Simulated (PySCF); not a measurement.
PySCF was given this input:
```python
from pyscf import gto, scf, dft

mol = gto.Mole()
mol.atom = '''
    C     2.552120   -0.078438   -0.015442
    C     1.056552   -0.002881   -0.347980
    B     0.041569   -0.025485    0.839274
    C    -1.517324    0.028062    0.736902
    C    -2.106100    0.061468   -0.685496
    H     2.845918    0.757738    0.615214
    H     2.778452   -0.999770    0.516701
    H     3.156445   -0.050986   -0.921242
    H     0.882517    0.911040   -0.929898
    H     0.816021   -0.830730   -1.026792
    H    -1.885611    0.907746    1.276589
    H    -1.956834   -0.825250    1.264952
    H    -1.815928   -0.828621   -1.239341
    H    -1.746422    0.933095   -1.227699
    H    -3.193892    0.103899   -0.652755
'''
mol.basis = '6-31+g*'
mol.charge = 0
mol.spin = 1
mol.verbose = 4
mol.build()

mf = dft.UKS(mol)
mf.xc = 'b3lyp'
mf = mf.density_fit(auxbasis='def2-universal-jkfit')
mf.kernel()
mf.analyze()
```

Predict the dipole moment from DF-B3LYP/6-31+G* run with PySCF.

1.08 D

What is the computed HOMO energy (DF-B3LYP/6-31+G*)?

-4.75 eV

Predict the number of basis functions from DF-B3LYP/6-31+G*.

110

What is the computed total energy (DF-B3LYP/6-31+G*)?

-183.2308 Eh

Give the <S^2> at the level DF-B3LYP/6-31+G*.

0.752

These values belong to the state on which the SCF converged, which isn't shown to be the lowest.
